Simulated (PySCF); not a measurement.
Simulated C 1s region for `COCC1=CC=CN=C1`, binding energy against the vacuum level.

Every computed line was given a Gaussian of 0.7 eV full width at half maximum and an area set by the number of equivalent atoms; the highest printed point is 100. The calculation used delta-SCF UKS SCAN, pcX-2 on the ionised atom, pcseg-1 elsewhere, spin-free X2C (PySCF).

(binding energy (eV), intensity): (289.4, 0), (289.5, 0), (289.6, 1), (289.7, 3), (289.8, 7), (289.9, 14), (290.0, 24), (290.1, 39), (290.2, 56), (290.3, 73), (290.4, 87), (290.5, 97), (290.6, 100), (290.7, 98), (290.8, 93), (290.9, 85), (291.0, 74), (291.1, 62), (291.2, 48), (291.3, 34), (291.4, 22), (291.5, 13), (291.6, 8), (291.7, 7), (291.8, 8), (291.9, 14), (292.0, 22), (292.1, 33), (292.2, 44), (292.3, 52), (292.4, 56), (292.5, 53), (292.6, 45), (292.7, 34), (292.8, 23), (292.9, 14), (293.0, 8), (293.1, 4), (293.2, 2), (293.3, 1), (293.4, 0)

**Question.** Count the maxima, the lines and the sites behind this envelope.

**Answer.** The curve has 2 maxima (at 290.6 and 292.4 eV). Under it lie 7 lines from 7 inequivalent carbon sites. At this width some lines have no maximum of their own.

**Question.** Decompose the envelope and assign each component. Numbering: `[CH3:1][O:2][CH2:3][c:4]1[cH:5][cH:6][cH:7][n:8][cH:9]1`.

**Answer.** 
```
position (eV)  relative area  line  atoms                          environment
       290.39              1  C 1s     C6                   aromatic CH carbon
       290.50              1  C 1s     C5                   aromatic CH carbon
       290.55              1  C 1s     C4          substituted aromatic carbon
       290.95              1  C 1s     C7  aromatic CH next to a ring nitrogen
       291.02              1  C 1s     C9  aromatic CH next to a ring nitrogen
       292.38              1  C 1s     C3           sp3 carbon bound to oxygen
       292.43              1  C 1s     C1                       methoxy carbon
```

The listed C 1s values span 2.04 eV, from C6 (bonded to 2 C (aromatic in the SMILES) and H) to C1 (bonded to O and 3 H). The widest gap between neighbouring values is 1.36 eV, between 291.02 and 292.38 eV. Summing the Pauling electronegativity differences to the bonded atoms, each weighted by its formal bond order, gives -0.35 for the lowest site and -0.16 for the highest; the largest sum, +0.39, belongs to C9, 1.41 eV below the top.

Shake-up satellites, vibrational structure and lifetime widths aren't simulated. The structure is a single PBE0-D3(BJ)/def2-SVP conformer in the gas phase; no vibrational or solvent corrections.

Time: 6.9 min of wall time. Hardware: one thread, Arm Neoverse N1, no GPU, on a shared host.

The values belong to the conformer `[CH3:1][O:2][CH2:3][c:4]1[cH:5][cH:6][cH:7][n:8][cH:9]1`: C1–O2–C3–C4 -178°, O2–C3–C4–C5 16°.
